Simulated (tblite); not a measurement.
C₇H₁₃F₃O.
Numbering: `[CH3:1][CH2:2][C@@H:3]([CH3:4])[O:5][C@H:6]([CH3:7])[C:8]([F:9])([F:10])[F:11]` (hydrogens: H12, H13, H14 on C1; H15, H16 on C2; H17 on C3; H18, H19, H20 on C4; H21 on C6; H22, H23, H24 on C7)

Computed with GFN2-xTB (tblite), gas phase: L-BFGS steps from a force-field or distance-geometry start until the largest atomic force falls under 0.01 eV/Å.

Step 2: E = -1085.7480 eV
```
atom  x, y, z in Å  |  force x, y, z in eV/Å
C1      2.8613   -0.1929   -1.0531   -0.042   0.006   0.016
C2      1.5586    0.5256   -0.7180   -0.064  -0.014  -0.016
C3      0.7350   -0.1842    0.3707    0.032  -0.036   0.041
C4      1.4371   -0.2037    1.7301   -0.067   0.061  -0.067
O5     -0.5166    0.5042    0.5497    0.043  -0.136   0.174
C6     -1.5720    0.1258   -0.2807   -0.079   0.054  -0.194
C7     -2.5460    1.2988   -0.4004    0.065   0.040  -0.011
C8     -2.3287   -1.1177    0.2645    0.148   0.241  -0.126
F9     -3.3480   -1.4611   -0.5464    0.062   0.073   0.053
F10    -2.8482   -0.9112    1.4772    0.050  -0.064  -0.048
F11    -1.5456   -2.2072    0.3440   -0.089   0.035   0.075
H12     3.5416   -0.1876   -0.2053   -0.024   0.016  -0.020
H13     2.6674   -1.2278   -1.3310    0.001   0.044  -0.007
H14     3.3533    0.3052   -1.8865   -0.017  -0.039   0.024
H15     1.7616    1.5492   -0.3991    0.044  -0.027   0.123
H16     0.9497    0.6044   -1.6243    0.000  -0.094   0.018
H17     0.5281   -1.2214    0.0679    0.147   0.100  -0.041
H18     0.7768   -0.6342    2.4756   -0.079  -0.049   0.005
H19     1.6797    0.8067    2.0441    0.010   0.056  -0.056
H20     2.3469   -0.7971    1.6943   -0.063   0.028  -0.092
H21    -1.2053   -0.1371   -1.2867   -0.058  -0.168   0.035
H22    -2.0082    2.1524   -0.8044    0.001  -0.025  -0.045
H23    -2.9117    1.5773    0.5814   -0.073  -0.064   0.091
H24    -3.3787    1.0534   -1.0559    0.050  -0.038   0.070
```

Step 3: E = -1085.7552 eV
```
atom  x, y, z in Å  |  force x, y, z in eV/Å
C1      2.8602   -0.1925   -1.0527   -0.037   0.005   0.014
C2      1.5581    0.5258   -0.7181   -0.067  -0.014   0.019
C3      0.7357   -0.1839    0.3719    0.016  -0.028  -0.009
C4      1.4360   -0.2025    1.7309   -0.065   0.036  -0.095
O5     -0.5179    0.4983    0.5518    0.063  -0.024   0.188
C6     -1.5717    0.1304   -0.2840   -0.058  -0.086  -0.098
C7     -2.5458    1.3011   -0.3998    0.074  -0.017  -0.003
C8     -2.3253   -1.1117    0.2616    0.061   0.101  -0.050
F9     -3.3454   -1.4592   -0.5439    0.006   0.081  -0.035
F10    -2.8463   -0.9135    1.4743    0.041   0.020   0.009
F11    -1.5489   -2.2059    0.3462   -0.006   0.051   0.032
H12     3.5407   -0.1872   -0.2062   -0.009   0.016   0.008
H13     2.6676   -1.2265   -1.3312   -0.011   0.008  -0.010
H14     3.3527    0.3039   -1.8855   -0.006  -0.014  -0.003
H15     1.7625    1.5477   -0.3959    0.036  -0.008   0.098
H16     0.9493    0.6019   -1.6244   -0.003  -0.072   0.021
H17     0.5317   -1.2189    0.0667    0.135   0.027  -0.045
H18     0.7755   -0.6350    2.4746   -0.078  -0.037   0.019
H19     1.6797    0.8074    2.0420    0.009   0.083  -0.029
H20     2.3446   -0.7959    1.6917   -0.034   0.013  -0.076
H21    -1.2067   -0.1420   -1.2858   -0.029  -0.123  -0.030
H22    -2.0083    2.1507   -0.8053    0.024   0.066  -0.059
H23    -2.9130    1.5749    0.5822   -0.061  -0.042   0.104
H24    -3.3767    1.0526   -1.0536   -0.001  -0.040   0.029
```

Task: Estimate the geometry and energy of step 4. (The exact step hangs on the optimiser's Hessian estimate; all steps are aligned on step 3, rigid shifts and turns removed.)

Result: E = -1085.7597 eV, largest force 0.125 eV/Å
```
atom  x, y, z in Å  |  force x, y, z in eV/Å
C1      2.8588   -0.1922   -1.0521   -0.022   0.003   0.007
C2      1.5567    0.5258   -0.7176   -0.031   0.005   0.036
C3      0.7363   -0.1839    0.3725   -0.013  -0.005  -0.026
C4      1.4341   -0.2011    1.7303   -0.032   0.018  -0.045
O5     -0.5182    0.4933    0.5564    0.016   0.007   0.101
C6     -1.5719    0.1323   -0.2873    0.020  -0.113   0.025
C7     -2.5447    1.3026   -0.3991    0.050  -0.026   0.006
C8     -2.3221   -1.1062    0.2590   -0.032  -0.032   0.024
F9     -3.3435   -1.4562   -0.5429   -0.027   0.084  -0.088
F10    -2.8440   -0.9146    1.4722    0.032   0.086   0.040
F11    -1.5513   -2.2037    0.3482    0.058   0.053  -0.008
H12     3.5399   -0.1866   -0.2067   -0.003   0.014   0.024
H13     2.6675   -1.2254   -1.3315   -0.020  -0.016  -0.008
H14     3.3521    0.3028   -1.8849   -0.007   0.003  -0.013
H15     1.7639    1.5463   -0.3918    0.018  -0.005   0.066
H16     0.9489    0.5987   -1.6242   -0.012  -0.043   0.019
H17     0.5368   -1.2170    0.0650    0.107  -0.042  -0.048
H18     0.7733   -0.6361    2.4739   -0.049  -0.006  -0.004
H19     1.6798    0.8094    2.0399   -0.007   0.060  -0.020
H20     2.3422   -0.7948    1.6884   -0.021   0.009  -0.057
H21    -1.2081   -0.1480   -1.2861    0.000  -0.076  -0.058
H22    -2.0079    2.1508   -0.8072    0.017   0.089  -0.042
H23    -2.9149    1.5723    0.5844   -0.022  -0.035   0.060
H24    -3.3753    1.0513   -1.0514   -0.020  -0.031   0.009
```

The energy changes by -0.0045 eV. The first-order estimate −F·Δx gives -0.0068 eV and the mean of the old and new forces, exact on a quadratic surface, -0.0045 eV. The step makes an angle of 38° with the force vector and moves no atom by more than 0.007 Å.

The cost below is that of the whole relaxation. The run took 0.32 s wall, 0.64 s CPU on AMD EPYC 9R45, 2 threads, shared host with 96 logical CPUs at a one-minute load of 62.
